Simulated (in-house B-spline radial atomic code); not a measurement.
A radial electron density 4πr²n(r) was computed for an atom or ion in its tabulated ground configuration with a B-spline radial code for spherical atoms; method: Dirac-Hartree-Fock, average of configuration. Columns: r (bohr), 4πr²n(r) (electrons per bohr), bar.

```
0.000699    2.633 #
0.000861    3.718 #
 0.00106    5.219 ##
 0.00131    7.322 ###
 0.00161    10.11 ####
 0.00198    13.83 #####
 0.00245    18.89 #######
 0.00301    25.17 #########
 0.00371    33.11 ############
 0.00457     42.6 ################
 0.00564    53.52 ####################
 0.00695    65.01 ########################
 0.00856    75.98 #############################
  0.0105    84.74 ################################
   0.013    90.07 ##################################
   0.016    90.46 ##################################
  0.0197     86.7 #################################
  0.0243    81.67 ###############################
    0.03    80.29 ##############################
  0.0369    86.61 #################################
  0.0455    100.3 ######################################
   0.056    113.7 ###########################################
  0.0691    116.8 ############################################
  0.0851    105.9 ########################################
   0.105    91.67 ###################################
   0.129    89.98 ##################################
   0.159    100.8 ######################################
   0.196      103 #######################################
   0.242    81.42 ###############################
   0.298    53.77 ####################
   0.367    45.83 #################
   0.452     53.4 ####################
   0.557    52.69 ####################
   0.687    38.12 ##############
   0.846    23.08 #########
    1.04    15.14 ######
    1.28    11.21 ####
    1.58    7.512 ###
    1.95    3.899 #
     2.4    1.487 #
    2.96   0.3891 
    3.65  0.06671 
     4.5 0.007095 
    5.54 0.0004601
```

(1) Which atom or ion is it?
A. Dy3+
B. Ho2+
C. Dy2+
D. Tb2+

Answers

(1) C. The area under the curve, ∫4πr²n dr = ∫r·4πr²n d(ln r) on this logarithmic grid, is 64 electrons, which only this option has. The configuration is [Xe] 4f10.
